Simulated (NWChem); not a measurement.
System: C$_{4}$H$_{4}$O$_{2}$; SMILES Oc1ccoc1

Here is an NWChem input.

```
start job
memory heap 200 mb stack 900 mb global 1100 mb
geometry units angstroms noautoz
  O     -0.113323    -2.065981     0.000000
  C     -0.031738    -0.720793     0.000000
  C      1.142581     0.099214     0.000000
  C      0.686297     1.385289     0.000000
  O     -0.651833     1.415385     0.000000
  C     -1.098194     0.135368     0.000000
  H      0.774795    -2.433990     0.000000
  H      2.181740    -0.225709     0.000000
  H      1.194502     2.346478     0.000000
  H     -2.171905    -0.021268     0.000000
end
basis spherical
  * library def2-svp
end
dft
  xc r2scan
  iterations 150
  mulliken
end
task dft energy
```

All runs use the structure optimised with PBE0/def2-SVP.

Task: What results follow from this input? (r2SCAN/def2-SVP.) Quantities: energy (Ha); highest occupied level (eV); orbital gap (eV); dipole (D).

Result: 
```json
{
  "energy (Ha)": "-304.85",
  "highest occupied level (eV)": "-5.18",
  "orbital gap (eV)": "4.89",
  "dipole (D)": "2.01"
}
```
